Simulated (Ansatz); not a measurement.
Relaxation of CH$_{3}$CdFO (7 atoms, charge 0, multiplicity 1), to a largest force component of 0.02 eV/Å in at most 50 steps.

Computed with RKS BHLYP-D4/def2-SVP in Ansatz.

```xyz
7
Properties=species:S:1:pos:R:3
C 0.212 0.740 -0.176
O 0.627 0.125 1.012
Cd -0.095 -1.709 1.147
F -1.100 -1.961 -0.525
H 0.563 0.204 -1.072
H -0.882 0.869 -0.221
H 1.164 0.878 1.365
```

Question: Where does it end, and by what steps?

Answer: The forces met the threshold. After 47 steps the energy has fallen by 4.945 eV; F4 moved furthest, 1.53 Å. Parted: O2–Cd3 (1.98 → 3.45 Å), Cd3–F4 (1.97 → 3.42 Å). Joined: C1–F4 (3.02 → 1.36 Å).

| step | energy less start (eV) | largest force component (eV/Å) | accepted |
| --- | --- | --- | --- |
| 0 | 0.0000 | 4.273 | yes |
| 2 | -0.6478 | 1.137 | yes |
| 4 | -0.6983 | 3.282 | no |
| 6 | -0.8688 | 1.081 | yes |
| 8 | -0.9307 | 1.217 | yes |
| 10 | -1.0445 | 0.962 | yes |
| 12 | -1.2093 | 0.506 | yes |
| 14 | -1.6537 | 1.246 | yes |
| 16 | -3.0558 | 2.806 | yes |
| 18 | -4.5321 | 2.672 | yes |
| 20 | -4.9102 | 0.370 | yes |
| 22 | -4.9230 | 0.216 | yes |
| 24 | -4.9246 | 0.040 | yes |
| 26 | -4.9234 | 0.283 | no |
| 28 | -4.9261 | 0.101 | yes |
| 30 | -4.9276 | 0.092 | yes |
| 32 | -4.9196 | 0.478 | no |
| 34 | -4.9314 | 0.118 | yes |
| 36 | -4.9343 | 0.130 | yes |
| 38 | -4.9379 | 0.182 | yes |
| 40 | -4.9416 | 0.070 | yes |
| 42 | -4.9437 | 0.081 | yes |
| 44 | -4.9448 | 0.021 | yes |
| 46 | -4.9450 | 0.020 | yes |
| 47 | -4.9450 | 0.008 | yes |

```xyz
7
Properties=species:S:1:pos:R:3
C 0.014 0.312 -0.373
O 0.774 0.300 0.756
Cd 0.204 -2.961 1.723
F -1.097 -0.465 -0.221
H 0.616 -0.106 -1.182
H -0.337 1.317 -0.636
H 0.314 0.750 1.463
```

The run took 61 s on 2 threads of Intel(R) Xeon(R) 6975P-C (Granite Rapids), with other jobs on the host, peak memory 0.2 GiB.
